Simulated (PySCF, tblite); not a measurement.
Species: C4H12O2Si3.
Cartesian coordinates in Å at the GFN2-xTB level; atoms count from 1:
```
atom  x, y, z in Å
C1     0.7857   -2.2909    0.2304
C2     1.4748   -1.4264   -0.2302
C3     2.2795   -0.3675   -0.7852
Si4    1.2758    0.7386   -1.9819
O5    -0.0503    1.3124   -1.2574
Si6   -1.3633    1.1752   -0.3079
C7    -2.3719   -0.3385   -0.8231
O8    -0.9099    1.0544    1.2401
Si9   -0.2056    0.4542    2.5687
H10    0.2072   -3.0623    0.6428
H11    3.1374   -0.8047   -1.3008
H12    2.6670    0.2385    0.0381
H13    2.0499    1.9293   -2.3319
H14    0.8467   -0.0388   -3.1462
H15   -2.0101    2.4758   -0.4150
H16   -1.7896   -1.2485   -0.7004
H17   -3.2730   -0.4361   -0.2259
H18   -2.6695   -0.2761   -1.8652
H19    1.2423    0.4120    2.3734
H20   -0.5873    1.3988    3.6178
H21   -0.7447   -0.8823    2.8150
```

Computed, not measured: PBE0/pcSseg-1 in PySCF (dipole) on a GFN2-xTB geometry, gas phase.

Take the most abundant isotopes and a rigid rotor. The values belong to one conformer with, in the numbering `[CH:1]#[C:2][CH2:3][SiH2:4][O:5][Si@@H:6]([CH3:7])[O:8][SiH3:9]`, C2–C3–Si4–O5 55°, C3–Si4–O5–Si6 -43°, Si4–O5–Si6–C7 -50°, O5–Si6–O8–Si9 -62°.

Give the principal moments of inertia and the rotational constants in GHz.

Ia = 465.28, Ib = 624.77, Ic = 794.86 u·Å²; 505379 MHz·u·Å²/I gives 1086, 808.9 and 635.8 MHz, that is A = 1.0862, B = 0.8089, C = 0.6358 GHz.

Classify the top.

An asymmetric top: κ = (2 × 808.9 − 1086 − 635.8)/(1086 − 635.8) = -0.23.

What does the inertial defect say?

Not planar: Δ = Ic − Ia − Ib = -295.20 u·Å². For a rigid frame Δ = −2 Σ m c², so Σ m c² = 147.60 u·Å² lies off the ab plane: 33.22 from hydrogen and 114.38 from heavier atoms. The atom farthest from that plane is 2.48 Å away.

List the rotational levels J(Ka,Kc) to J = 2 (MHz).

Above 0(0,0):
J = 1: 1(0,1) 1445, 1(1,1) 1722, 1(1,0) 1895
J = 2: 2(0,2) 4275, 2(1,2) 4438, 2(1,1) 4958, 2(2,1) 5789, 2(2,0) 5849
Those of J = 1 are B + C, A + C and A + B.

Which types of transition are allowed, and where do some lines up to J = 4 fall?

The dipole components are |μa| = 0.66 D, |μb| = 0.81 D, |μc| = 0.53 D. The squared components, which scale the intensities, stand as 0.68 : 1.00 : 0.43 (a : b : c). Some lines, for components of 0.1 D or more:

```csv
type,branch,"J(Ka,Kc)",MHz,lower level (cm⁻¹)
c,Q,"4(2,3) ← 4(1,3)",388,0.516
a,Q,"2(1,1) ← 2(1,2)",519,0.148
c,Q,"3(2,2) ← 3(1,2)",618,0.317
a,Q,"4(2,2) ← 4(2,3)",648,0.529
b,Q,"3(3,0) ← 3(2,1)",1603,0.346
a,Q,"4(1,3) ← 4(1,4)",1643,0.461
b,Q,"4(1,3) ← 4(0,4)",1670,0.460
b,Q,"4(3,2) ← 4(2,3)",1988,0.529
c,Q,"4(4,1) ← 4(3,1)",2385,0.598
c,R,"2(1,1) ← 1(0,1)",3513,0.048
c,R,"2(2,0) ← 1(1,0)",3954,0.063
b,R,"2(2,0) ← 1(1,1)",4127,0.057
a,R,"3(2,2) ← 2(2,1)",4334,0.193
b,R,"3(2,2) ← 2(1,1)",5166,0.165
b,R,"4(1,4) ← 3(0,3)",5418,0.280
a,R,"4(2,3) ← 3(2,2)",5731,0.338
a,R,"4(2,2) ← 3(2,1)",6117,0.346
b,R,"3(3,1) ← 2(2,0)",6126,0.195
c,R,"3(3,0) ← 2(2,0)",6140,0.195
c,R,"3(3,1) ← 2(2,1)",6186,0.193
b,R,"3(3,0) ← 2(2,1)",6199,0.193
c,R,"4(2,3) ← 3(1,3)",7375,0.283
b,R,"4(3,2) ← 3(2,1)",7457,0.346
b,R,"4(3,1) ← 3(2,2)",7807,0.338
b,R,"4(4,1) ← 3(3,0)",8327,0.400
c,R,"4(4,0) ← 3(3,0)",8330,0.400
```

Estimate the classical rotational partition function at 10 K, 25 K and 298.15 K.

Point group C1, symmetry number σ = 1; q = (√π/σ)·√((kT/h)³/(ABC)), k/h = 20836.6 MHz/K: 7130 at 10 K, 28200 at 25 K, 1160000 at 298.15 K.

Its GFN2-xTB frequencies are all real (lowest 30 cm⁻¹). No vibrational averaging or centrifugal distortion is included, and the geometry carries the error of its method. A rigid rotor knows nothing of internal rotation, which can split or shift real lines.

On one thread, Arm Neoverse V1 (aarch64), shared host with 32 logical CPUs at a one-minute load of 25, this took 69 s of wall time and 1.1 GiB of memory at its peak. This is the PBE0/pcSseg-1 job that gave the dipole, with the shieldings it also computed.
